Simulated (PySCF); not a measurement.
**Computed structure and properties of [Yb(CO)]2+**

System: [Yb(CO)]2+ (singlet in the valence; each metal's 4f electrons, 14 of them, lie in its core potential, out of spins and levels); start: template (C∞v). Method: PySCF 2.14.0, RKS PBE0, Yb lcecp-0-SVP with ECP60, C def2-SVP, O def2-SVP; non-relativistic Hamiltonian with scalar-relativistic core potentials where named; density fitting; no spin-orbit coupling.

Input of the relaxation:

```python
mol = gto.M(atom='''
Yb     0.00000     0.00000    -0.43259
C      0.00000     0.00000     2.03071
O      0.00000     0.00000     3.18071''',
    basis={'Yb': 'lcecp-0-SVP', 'C': 'def2-SVP', 'O': 'def2-SVP'},
    ecp={'Yb': 'lcecp-0-SVP'},
    charge=2, spin=0)
mf = dft.RKS(mol, xc='PBE0')
mf.grids.atom_grid = (50, 194)  # f atoms: unpruned, at least (60, 302)
mf = mf.density_fit()  # fitting sets: Yb AutoAux, C def2-universal-JKFIT, O def2-universal-JKFIT
mf.conv_tol = 1e-08; mf.max_cycle = 55
mf.kernel(dm0)  # dm0: converged density of the start geometry
# quasi-Newton relaxation in Cartesian coordinates to a largest gradient under 0.00045 Eh/bohr, steps kept in the point group
```

Run from Python with OMP_NUM_THREADS=2; the lines above give its settings. Where DIIS fails, smearing, a level shift and second-order steps follow.
It took 9.9 s on 2 threads of Arm Neoverse V1 (shared host), from the converged density of the start.

Course of the relaxation:

| step | energy above end (eV) | largest force component within the symmetry (eV/Å) |
| --- | --- | --- |
| 0 | 0.2719 | 6.167 |
| 1 | 0.1445 | 2.366 |
| 2 | 0.1028 | 1.458 |
| 3 | 0.0628 | 0.925 |
| 4 | 0.0260 | 0.485 |
| 5 | 0.0023 | 0.125 |
| 6 | 0.0001 | 0.024 |
| 7 | 0.0000 | 0.002 |

Relaxed geometry (C∞v):

```xyz
3

Yb    0.0000    0.0000   -0.6100
C     0.0000    0.0000    2.1371
O     0.0000    0.0000    3.2518
```

```json
{"contact": "Yb1–C2 (CO)", "Å": "2.747"}
```

On the finer grid (75, 302):

```
HOMO                                                          : not given (4f levels lie in the core)
LUMO                                                          : not given (4f levels lie in the core)
Dipole about the centre of mass                               : 1.77 D
Set of Mulliken populations of Yb1 outside the core potential : s 2.07, p 6.04, d 0.08, f 0.00
D3(BJ) dispersion energy (not in the energies)                : -0.059 eV
```

```csv
atom,Mulliken (e),Löwdin (e),spin (e)
Yb1,1.80,1.65,0.00
C2,0.06,0.10,0.00
O3,0.13,0.25,0.00
```

The 4f levels lie in the core potential and are missing.

On the grid (50, 194), as all that follows. Harmonic modes: a minimum; lowest 187 cm⁻¹ (negative: unstable), highest 2392 cm⁻¹, zero-point energy 0.188 eV.

Taking off one CO (charge 0, singlet; the rest: singlet) in vacuum, both parts rigid, costs 1.18 eV; the small basis without counterpoise inflates it. Parting with an electron moved from the ligand to the metal can be far cheaper, even downhill.

Rigid scan of CO along the line from its metal:

| distance to C2 (Å) | energy (eV) |
| --- | --- |
| 2.45 | 0.212 |
| 2.55 | 0.082 |
| 2.65 | 0.018 |
| 2.75 | 0.000 |
| 2.85 | 0.014 |
| 2.95 | 0.048 |
| 3.15 | 0.153 |

One start shape was tried, so this needn't be the lowest isomer.

An lcecp potential fixes the number of 4f electrons, so in runs with it no electron can move into or out of that shell.
